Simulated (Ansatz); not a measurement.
## GeH4SSb−: where a starting geometry ends

The starting geometry of this gas-phase singlet was built from a drawn formula by distance geometry and a force field; its bonds are those of `[SH][GeH2][SbH-]`.

```yaml
atoms:
  - { symbol: Ge, position_ang: [-0.1960, 0.1250, 0.0939] }
  - { symbol: S, position_ang: [-1.2544, -1.8257, 0.1579] }
  - { symbol: Sb, position_ang: [-1.1854, 1.6798, 1.9702] }
  - { symbol: H, position_ang: [-2.4950, -1.1796, -0.0915] }
  - { symbol: H, position_ang: [-0.4198, 0.8169, -1.2938] }
  - { symbol: H, position_ang: [1.2871, -0.1166, 0.3719] }
  - { symbol: H, position_ang: [-0.7499, 0.4868, 3.1696] }
```

Task: Predict what it relaxes into with r2SCAN-D4/def2-SVPD.

Result: It keeps its bonds, and is `[SH][GeH2][SbH-]`.

The energy falls by 0.42 eV over 9 steps:

```tsv
step	E − E(last) (eV)
1	0.422
2	0.115
3	0.049
4	0.030
5	0.015
6	0.006
7	0.001
8	0.000
9	0.000
```

Final geometry (Å):

```xyz
7

Ge   -0.2418    0.2314    0.1607
S    -1.3298   -1.7857   -0.3650
Sb   -1.3168    1.7070    1.9418
H    -2.4399   -1.4365    0.3212
H    -0.1769    0.9360   -1.2257
H     1.1937   -0.3325    0.3649
H    -0.7019    0.6671    3.1803
```

The end wasn't checked by frequencies. Atoms past krypton carry core potentials, without spin–orbit terms. Run with Ansatz 0.2.0, 35 s on 2 threads of Arm Neoverse V1, on a shared host.
